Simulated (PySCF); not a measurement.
Computed IR spectrum (relative IR intensity) of a molecule C₄H₃N₂, multiplicity 2. Geometry: PBE0-D3(BJ)/def2-SVP. Other conformers were not sampled. All values below come from PBE0-D3(BJ)/def2-SVP run with PySCF. Frequencies are harmonic and unscaled.

Lines under 2 % of the strongest are left out, and lines within 2 cm⁻¹ are merged.

ν (cm⁻¹): 589 (w), 755 (w), 813 (w), 1183 (vw), 1247 (vw), 1336 (vw), 1450 (m), 1629 (m), 1644 (vs), 3191 (w), 3193 (w) (against the strongest line: vs over 80 %, s over 45 %, m over 15 %, w over 4 %, vw less)

Q: Pick the molecule that these values belong to.
(A) [c]1ncccn1
(B) [c]1cncnc1
(C) [c]1ccncn1
(D) [c]1cnccn1

A: A, [c]1ncccn1
